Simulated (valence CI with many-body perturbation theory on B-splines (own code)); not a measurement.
**Ti XV: key properties**

Method: relativistic CI+MBPT: six valence electrons over a frozen Dirac-Fock core [He], radial functions for each j: 9 s, 9 p, 8 d, 6 f, 3 g, 1 h, with the one-electron correlation potential Σ1 (screened to all orders), the two-electron term Σ2, the three-electron term Σ3, Breit, model QED; selected single and double excitations, second order for the rest, scaled by the run's own slope (own B-spline code, finite nucleus).

No measured levels were compared; by estimate levels of excited configurations hold to 0.05 to 0.15 % of their energy, terms of the ground configuration to about 0.5 %. Among the levels kept, up to 2800 cm⁻¹ of a level comes from second order outside the variational space, and about a tenth of that is noise between levels of different J, which matters for small intervals.

Rates and lifetimes use the calculated energies. Strong lines usually hold to 10 to 20 %, long lifetimes can be off by a factor of two.

(1) What is the ground level?

(2) What is the ionisation energy?

(3) Where does the other parity begin?

(4) Name the longest-lived excited levels whose lifetime is computed, and their main decay.

(5) What are the static dipole polarisabilities of the lowest levels?

(6) How well does LS coupling describe the low levels?

(7) How is the term 3P of the ground level split?

Answers

(1) 2s2.2p4 3P_2, composition 95 % 2s2.2p4 3P + 5 % 2s2.2p4 1D, g = 1.475.

(2) 943.71 eV; NIST lists 944.5 ± 1.6 eV (semi-empirical).

(3) At 2s.2p5 3P°_2, 88.34 eV.

(4) 2s2.2p4 3P_0 at 5.25 eV lives 652 ms, mostly by M1 to 2s2.2p4 3P_1; 2s2.2p4 3P_1 at 4.87 eV lives 767 μs, mostly by M1 to 2s2.2p4 3P_2; 2s2.2p4 1D_2 at 13.51 eV lives 387 μs, mostly by M1 to 2s2.2p4 3P_2.

(5) 2s2.2p4 3P_2 0.0167 (tensor 0.0039); 2s2.2p4 3P_1 0.0170 (tensor -0.0022); 2s2.2p4 3P_0 0.0166; 2s2.2p4 1D_2 0.0155 (tensor -0.0066) bohr³, of which the core gives 4.00e-05.

(6) Among the lowest 20 levels the leading LS term, summed over configurations, holds 95 % on average. For single configurations the figures are 94 % in LS and 71 % in jj coupling. Terms mix most in the J = 2 level at 550.47 eV, where the leading one holds 79 %.

(7) J = 2 at 0.00, J = 1 at 4.87, J = 0 at 5.25 eV.
